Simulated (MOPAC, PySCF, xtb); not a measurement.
Isomers of CH9NSi2. Isolated molecules, 0 K electronic values unless said otherwise. One relaxed conformer stands for each flexible species; it need not be the lowest. Strings in code marks are SMILES.

Quantity: electronic energy of isomers of CH9NSi2 relative to `C[SiH2]N[SiH3]` (C–Si–N–Si torsion 75°), in kcal/mol. Semi-empirical values (MOPAC) are differences of heats of formation.

Level 1: M06-2X/6-31G* // PBE0-D4/def2-TZVP (PySCF)
Level 2: PBE/6-31G* // PBE0-D4/def2-TZVP (PySCF)
Level 3: GFN2-xTB (xtb)
Level 4: PM6 // PBE0-D4/def2-TZVP (MOPAC)

| species | level 1 | level 2 | level 3 | level 4 |
|---|---|---|---|---|
| `NC[SiH2][SiH3]` | 44.2 | ___ | ___ | 56.7 |
| `CN([SiH3])[SiH3]` | 16.3 | 16.5 | -2.55 | 18.1 |
| `C[SiH2][SiH2]N` | 16.3 | 9.76 | 29.6 | ___ |

Some entries are withheld; supply them.


- `NC[SiH2][SiH3]`, level 2: 35.4
- `NC[SiH2][SiH3]`, level 3: 50.8
- `C[SiH2][SiH2]N`, level 4: 28.8
